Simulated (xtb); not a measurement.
silicon monoxide (OSi), singlet, from a rough starting geometry.

xtb was given this input:
```
$ xtb mol.xyz --gfn 2 --opt vtight --json

# file mol.xyz
2

Si    -0.03261986    -0.00977998     0.79764867
O      0.05646961    -0.01837352    -0.83228497
```

### Question
What total energy at the end of the optimisation does GFN2-xTB in xtb give?

### Answer
-5.812733 Ha

### Question
Estimate the HOMO-LUMO gap that GFN2-xTB returns for this input.

### Answer
4.07 eV

### Question
Give the dipole moment at the level GFN2-xTB.

### Answer
3.05 D
